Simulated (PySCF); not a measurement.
# Relaxation of doublet Pb₃O⁺

Method: PySCF, UB3LYP, basis O def2-SVP, Pb def2-SVP with ECP60 (scalar-relativistic core potentials, no spin–orbit coupling, density fitting). A (50,194) grid was used.

A hand-made T-shaped start, of C2v symmetry, held to at least that symmetry:

Coordinates in bohr (charge 1 multiplicity 2):
```
O     0.0000    0.0000   -1.3329
Pb    0.0000    0.0000    2.5006
Pb    3.8312    0.0000   -1.1991
Pb   -3.8312    0.0000   -1.1991
```

(1) What does it relax to?

(2) How much energy is released, and in how many steps?

Answers

(1) It ends at C2v with O–Pb 2.165 Å (×2), O–Pb 2.481 Å, Pb–Pb 3.101 Å (×2); O–Pb–Pb 43.9° (×2), O–Pb–Pb 52.6° (×2), Pb–O–Pb 83.5° (×2), Pb–O–Pb 166.9°, Pb–Pb–Pb 87.8° (after a last refinement on a finer grid). A frequency run shows 2 imaginary modes, down to 107i cm⁻¹, so it is a higher-order saddle point. Other isomers or separated fragments may lie lower.

(2) 157.2 kJ/mol in 8 steps.

Spin–orbit coupling, left out here, can matter for elements this heavy.

The relaxation took about 2.1 core-minutes on a shared host.
